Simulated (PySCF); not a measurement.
Compounds:

A. `InChI=1S/C5H11NO/c1-7-5-2-4(6)3-5/h4-5H,2-3,6H2,1H3/t4-,5+`
B. SMILES O=C(C(C)(C)C)N
C. `CC(=O)O[SiH2]C(=O)O`

Spectrum 1. ¹H NMR (300 MHz, computed): δ 6.79 (br s, 1H), 5.10 (s, 2H), 2.25 (s, 3H). ¹³C{¹H} NMR (computed): δ 181.0 (C), 176.8 (C), 23.8 (CH3).

Spectrum 2. ¹H NMR (300 MHz, computed): δ 4.90 (br, 1H), 4.55 (br, 1H), 1.14 (s, 9H). ¹³C{¹H} NMR (computed): δ 179.2 (C), 39.5 (C), 30.0 (CH3).

Spectrum 3. ¹H NMR (300 MHz, computed): δ 3.39 (m, 1H), 3.31 (s, 3H), 2.96 (m, 1H), 2.72 (m, 2H), 1.50 (m, 2H), 0.77 (br s, 2H). ¹³C{¹H} NMR (computed): δ 69.6 (CH), 57.2 (CH3), 43.5 (CH2), 42.9 (CH).

No relativistic terms, averaged over atoms made equivalent by symmetry, fast rotation or ring inversion, isolated molecule, one computed conformer. Geometry from GFN2-xTB; NMR shieldings at PBE0/pcSseg-1/GIAO; PySCF.

Chemical shifts δ = σref − σ; ¹H (31.72 ppm) and ¹³C (186.93 ppm) vs TMS, all at this level. Where no couplings were computed, multiplicities follow the n + 1 count of equivalent neighbours, and m marks all less simple cases (inequivalent or close neighbours, rings, F or P nearby). Acid and N–H amide carbonyl carbons lie up to 10 ppm further downfield in solution (hydrogen bonding). Shifts are as computed. Against solution values, carbons near 30 ppm lie about +3 ppm off and those near 130 ppm about +5 ppm. Of 1211 compounds with measured shifts, 218 miss one by over three times the rms of a fit or turn the order of signals round; such compounds aren't used in these exercises. Groups on amide-type nitrogens are kept apart (slow C–N rotation). OH and NH positions are gas-phase values without hydrogen bonding to other molecules.

Task: Which spectrum belongs to which compound?

Result: 1–C, 2–B, 3–A.

- Spectrum 1 (C): 3 ¹³C signals; δC 23.8 is a methyl carbon α to a carbonyl; δH 6.79 is the hydrogen on an acid hydroxyl oxygen.
- Spectrum 2 (B): 3 ¹³C signals; δC 179.2 is an amide carbonyl carbon; δC 39.5 is a quaternary sp3 carbon α to a carbonyl.
- Spectrum 3 (A): 4 ¹³C signals; δC 69.6 is an sp3 CH bonded to O; δC 57.2 is a methyl carbon bonded to O.
